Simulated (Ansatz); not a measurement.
Sn(vinyl)2(NHiPr)2 (C10H22N2Sn). Total charge 0; triplet. Geometry r2SCAN-D4/def2-SVP, that of the neutral singlet.

Cartesian coordinates in Å:
```
Sn 0.102 -0.249 -0.176
C -1.324 1.368 -0.305
C -2.329 1.350 -1.193
H -1.201 2.245 0.346
H -2.497 0.499 -1.866
H -3.041 2.181 -1.287
C -0.252 -1.634 -1.770
C -0.283 -2.947 -1.504
H -0.400 -1.285 -2.801
H -0.130 -3.322 -0.483
H -0.453 -3.697 -2.289
N 0.072 -1.383 1.540
C -1.062 -1.418 2.460
C -2.335 -1.781 1.701
C -1.248 -0.126 3.263
H 0.955 -1.292 2.044
H -0.865 -2.236 3.184
H -2.590 -0.994 0.969
H -3.192 -1.881 2.385
H -2.208 -2.728 1.154
H -1.498 0.711 2.587
H -2.057 -0.216 4.007
H -0.322 0.138 3.801
N 2.072 0.358 -0.122
C 2.636 1.272 -1.110
C 2.299 2.744 -0.845
C 2.202 0.860 -2.512
H 2.330 0.652 0.822
H 3.741 1.169 -1.064
H 1.211 2.910 -0.929
H 2.805 3.415 -1.560
H 2.609 3.042 0.171
H 1.115 1.017 -2.645
H 2.712 1.463 -3.279
H 2.422 -0.203 -2.694
```

In the def2 sets Sn takes a core potential; there is no spin–orbit coupling. At PBE0-D4/def2-SVP a singlet of charge 0 lies 4.09 eV below the triplet at the same geometry.

(1) Estimate the α-spin orbital energies around the gap (eV) in Ansatz with PBE-D4/def2-SVP, r2SCAN-D4/def2-SVP, PBE0-D4/def2-SVP.

Answers

(1) 
```json
{"orbital": "HOMO−5", "PBE-D4/def2-SVP": "-6.65", "r2SCAN-D4/def2-SVP": "-7.42", "PBE0-D4/def2-SVP": "-8.53"}
{"orbital": "HOMO−4", "PBE-D4/def2-SVP": "-6.57", "r2SCAN-D4/def2-SVP": "-6.91", "PBE0-D4/def2-SVP": "-7.92"}
{"orbital": "HOMO−3", "PBE-D4/def2-SVP": "-6.29", "r2SCAN-D4/def2-SVP": "-6.72", "PBE0-D4/def2-SVP": "-7.65"}
{"orbital": "HOMO−2", "PBE-D4/def2-SVP": "-5.73", "r2SCAN-D4/def2-SVP": "-5.53", "PBE0-D4/def2-SVP": "-6.34"}
{"orbital": "HOMO−1", "PBE-D4/def2-SVP": "-5.51", "r2SCAN-D4/def2-SVP": "-5.43", "PBE0-D4/def2-SVP": "-6.23"}
{"orbital": "HOMO", "PBE-D4/def2-SVP": "-1.31", "r2SCAN-D4/def2-SVP": "-2.18", "PBE0-D4/def2-SVP": "-3.50"}
{"orbital": "LUMO", "PBE-D4/def2-SVP": "-0.80", "r2SCAN-D4/def2-SVP": "-0.85", "PBE0-D4/def2-SVP": "-0.04"}
{"orbital": "LUMO+1", "PBE-D4/def2-SVP": "-0.36", "r2SCAN-D4/def2-SVP": "0.04", "PBE0-D4/def2-SVP": "0.80"}
{"orbital": "LUMO+2", "PBE-D4/def2-SVP": "0.65", "r2SCAN-D4/def2-SVP": "1.16", "PBE0-D4/def2-SVP": "1.62"}
{"orbital": "LUMO+3", "PBE-D4/def2-SVP": "0.75", "r2SCAN-D4/def2-SVP": "1.42", "PBE0-D4/def2-SVP": "1.81"}
{"orbital": "LUMO+4", "PBE-D4/def2-SVP": "1.08", "r2SCAN-D4/def2-SVP": "1.49", "PBE0-D4/def2-SVP": "1.95"}
{"orbital": "LUMO+5", "PBE-D4/def2-SVP": "1.42", "r2SCAN-D4/def2-SVP": "1.94", "PBE0-D4/def2-SVP": "2.30"}
{"orbital": "β HOMO", "PBE-D4/def2-SVP": "-5.11", "r2SCAN-D4/def2-SVP": "-5.16", "PBE0-D4/def2-SVP": "-6.09"}
{"orbital": "β LUMO", "PBE-D4/def2-SVP": "-5.03", "r2SCAN-D4/def2-SVP": "-4.69", "PBE0-D4/def2-SVP": "-4.19"}
```
